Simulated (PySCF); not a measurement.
Fill in the blanks.

Species: C₈H₈S.
SMILES with atom numbers: `[CH2:1]=[CH:2][S:3][c:4]1[cH:5][cH:6][cH:7][cH:8][cH:9]1` (hydrogens: H10, H11 on C1; H12 on C2; H13 on C5; H14 on C6; H15 on C7; H16 on C8; H17 on C9)

Conformer (atom-mapped SMILES and torsion angles): `[CH2:1]=[CH:2][S:3][c:4]1[cH:5][cH:6][cH:7][cH:8][cH:9]1`: C1–C2–S3–C4 0°, C2–S3–C4–C5 92°.

```csv
property,level,value
"rotational constants A, B, C",PBE0-D3(BJ)/def2-SVP,"2.811, 0.919, 0.914 GHz"
dipole moment,CAM-B3LYP/def2-SVPD,?
HOMO energy,CAM-B3LYP/def2-SVPD,-7.56 eV
LUMO energy,CAM-B3LYP/def2-SVPD,0.21 eV
lowest singlet excitation,TDDFT CAM-B3LYP/def2-SVPD,"4.74 eV (262 nm, f = 0.000)"
lowest triplet excitation (Tamm–Dancoff),TDA CAM-B3LYP/def2-SVPD,3.88 eV
static isotropic polarisability,CAM-B3LYP/def2-SVPD,112.3 au
vertical ionisation energy,ΔSCF CAM-B3LYP/def2-SVPD,8.24 eV
electronic spatial extent ⟨r²⟩ about the centre of nuclear charge,CAM-B3LYP/def2-SVPD,?
13C chemical shifts (computed TMS as zero) by class,GIAO PBE0/pcSseg-1,"146.0 (C2), 144.5 (C5/C9), 137.1 (C4), 135.6 (C7), 135.1 (C6/C8), 114.1 (C1) ppm"
1H chemical shifts (computed TMS as zero) by class,GIAO PBE0/pcSseg-1,"7.77 (H13/H17), 7.60 (H14/H16), 7.57 (H15), 6.35 (H12), 5.22 (H10), 4.08 (H11) ppm"
"isotropic shieldings of nuclei other than C and H, by class",GIAO PBE0/pcSseg-1,?
```

Electronic properties: PySCF, gas phase, density fitting. One conformer (not necessarily the lowest) at the PBE0-D3(BJ)/def2-SVP geometry, without solvent, vibrations or thermal averaging.

(1) The electronic spatial extent ⟨r²⟩ about the centre of nuclear charge?

(2) Give the isotropic shieldings of nuclei other than C and H, by class.

(3) The dipole moment?

## Answers

(1) 1418 bohr².

(2) 395 (S3) ppm.

(3) 1.57 D.

The 10 singlets span 4.74 to 6.93 eV, and their oscillator strengths add up to 1.37. The polarisability is 16.63 Å³ as a volume (1 au = 0.148185 Å³), or 1.56 au for each of the 72 electrons. The ΔSCF ionisation energy exceeds −ε(HOMO) by 0.68 eV with CAM-B3LYP. With B = h/(8π²I), that is 505.379 GHz u Å² over I, the principal moments of inertia are 179.8, 549.7 and 552.9 u Å² (most abundant isotopes); the inertial defect Ic − Ia − Ib is -176.6 u Å² (zero for a rigid planar frame, negative otherwise). The dipole equals about 5.2 × 10⁻³⁰ C·m (1 D = 3.33564 × 10⁻³⁰ C·m).
